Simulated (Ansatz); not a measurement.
`CCO[Si](O)(O)O` and `CN(C)[Si](O)(O)O` differ in one atom or group.

Ansatz, PBE0-D4/def2-TZVP geometries, multiplicity 1. Each molecule was computed in one conformer, which needn't be the lowest.

```
                               property  `CCO[Si](O)(O)O`
    HOMO energy (B3LYP/def2-TZVPP) / eV             -8.04
  HOMO energy (ωB97M-V/def2-TZVPP) / eV            -10.71
HOMO–LUMO gap (ωB97M-V/def2-TZVPP) / eV             12.77
    LUMO energy (B3LYP/def2-TZVPP) / eV              0.22
     LUMO energy (PBE0/def2-TZVPP) / eV              0.60
      HOMO energy (PBE/def2-TZVPP) / eV             -6.68
```

What does the change do to each property? (An estimate is asked.)

Ansatz gave: 
```tsv
property	`CN(C)[Si](O)(O)O`	shift
HOMO energy (B3LYP/def2-TZVPP) / eV	-6.23	1.81
HOMO energy (ωB97M-V/def2-TZVPP) / eV	-8.77	1.94
HOMO–LUMO gap (ωB97M-V/def2-TZVPP) / eV	10.71	-2.06
LUMO energy (B3LYP/def2-TZVPP) / eV	0.17	-0.05
LUMO energy (PBE0/def2-TZVPP) / eV	0.54	-0.06
HOMO energy (PBE/def2-TZVPP) / eV	-5.08	1.60
```

With PBE0 the HOMO rises by 1.85 eV and the LUMO falls by 0.06 eV, so the gap narrows by about 1.91 eV. PBE moves the HOMO by 1.60 eV and ωB97M-V by 1.94 eV.

B3LYP here is the variant with VWN-RPA as its local correlation; programs differ in this.
